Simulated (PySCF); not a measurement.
Members of the series SiXY, Y = amino; each row names its spin state. All species are isolated molecules in the gas phase. One relaxed conformer stands for each flexible species; it need not be the lowest. Strings in code marks are SMILES.

The highest occupied spin orbital from two functionals at the same geometries (PBE0-D3(BJ)/def2-TZVP), both in PySCF: PBE-D3(BJ)/def2-TZVP and PBE0-D3(BJ)/def2-TZVP. 

```
species                                                     PBE-D3(BJ)/def2-TZVP (eV)
----------------------------------------------------------  -------------------------
X = cyano, multiplicity 3 (`C(#N)[Si]N` (excited triplet))                      -4.83
X = boryl, multiplicity 3 (`B[Si]N` (excited triplet))                          -4.56
X = ethynyl, multiplicity 3 (`N[Si]C#C` (excited triplet))                      -4.01
X = vinyl, multiplicity 3 (`C=C[Si]N` (excited triplet))                        -3.74
```

**Question.** What does PBE0-D3(BJ)/def2-TZVP give for each?

**Answer.** 
- X = cyano, multiplicity 3 (`C(#N)[Si]N` (excited triplet)): -5.89
- X = boryl, multiplicity 3 (`B[Si]N` (excited triplet)): -5.49
- X = ethynyl, multiplicity 3 (`N[Si]C#C` (excited triplet)): -5.00
- X = vinyl, multiplicity 3 (`C=C[Si]N` (excited triplet)): -4.68
Over these rows, drawn at random from the members with no instability flagged (it was tested for open shells, ions and some series alone), PBE minus PBE0-D3(BJ): mean +0.98 eV, from +0.92 eV to +1.07 eV.
